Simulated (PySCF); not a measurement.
# Bond lengths and vibrations by method: H3NOSi

All numbers below are calculated, not measured. They come from PySCF 2.14.0, an open-source quantum chemistry program, on an isolated molecule that a program drew, which may never have been made. The molecule is H3NOSi (charge 0, singlet), drawn as the SMILES string `N[SiH]=O`.

The geometry was optimised and harmonic frequencies were computed with HF and MP2, all in the cc-pV(D+d)Z basis, for the commonest isotopes, with a restricted reference for singlets and an unrestricted one otherwise, and a frozen core in MP2. Each result is a local minimum of its method.

Geometry at the HF minimum:
```xyz
6
H3NOSi, angstrom
N     1.5893   -0.3717    1.9793
Si    0.6255   -1.4312    1.1253
O    -0.8401   -1.6601    1.3218
H     2.5689   -0.2535    1.8099
H     1.2400    0.2110    2.7158
H     1.4788   -2.1044    0.1384
```

Lengths of the bonds as drawn, in Å (atoms numbered as above):
| bond | HF | MP2 |
|---|---|---|
| N1-Si2 | 1.668 | 1.687 |
| Si2-O3 | 1.496 | 1.536 |
| N1-H4 | 1.001 | 1.016 |
| N1-H5 | 1.002 | 1.016 |
| Si2-H6 | 1.468 | 1.477 |

Rotational constants, in GHz:
| constant | HF | MP2 |
|---|---|---|
| A | 40.78 | 40.55 |
| B | 7.45 | 7.122 |
| C | 6.299 | 6.058 |

Harmonic frequencies in cm^-1, each column in rising order, so a row needn't be the same motion in every method:
| rank | HF | MP2 |
|---|---|---|
| 1 | 334 | 306 |
| 2 | 414 | 317 |
| 3 | 505 | 448 |
| 4 | 700 | 649 |
| 5 | 792 | 723 |
| 6 | 943 | 886 |
| 7 | 997 | 947 |
| 8 | 1353 | 1232 |
| 9 | 1674 | ? |
| 10 | 2389 | 2315 |
| 11 | 3789 | 3618 |
| 12 | 3895 | 3738 |

**Estimate the missing MP2 frequency from the HF column.**

A single factor s that minimises the squared misfit of MP2 against s times HF over the other rows is sum(HF x MP2) / sum(HF^2) = 0.9539, with an rms misfit of 36 cm^-1. For rank 9 it gives 0.9539 x 1674 = 1597 cm^-1. The calculation gives 1547 cm^-1, 50 cm^-1 below the estimate. The drawn bonds are on average 1.5 % longer in MP2 than in HF.
